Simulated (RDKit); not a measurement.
Input file for RDKit: UFF on H3ISi (SMILES [SiH3]I).

```python
from rdkit import Chem
from rdkit.Chem import AllChem, rdDetermineBonds

blocks = [
'''5

Si    0.20331064   -1.37407707    1.33719304
I    -0.54154177    0.91006252    0.81056812
H     0.36378712   -2.10872982    0.06698413
H    -0.82273715   -2.01560807    2.18061796
H     1.48993111   -1.29052714    2.05362554
''',
]
mol = None
for b in blocks:
    f = Chem.MolFromXYZBlock(b)
    rdDetermineBonds.DetermineBonds(f, charge=0)
    mol = f if mol is None else Chem.CombineMols(mol, f)
Chem.SanitizeMol(mol)
print(Chem.MolToSmiles(Chem.RemoveHs(mol)))
ff = AllChem.UFFGetMoleculeForceField(mol, vdwThresh=100.0, ignoreInterfragInteractions=False)
e = ff.CalcEnergy()
print(f'UFF energy {e:.6f} kcal/mol')
```

The log:

```
[SiH3]I
UFF energy 0.062053 kcal/mol
```

The run finished.

Cost: very roughly 0.020 core-seconds.
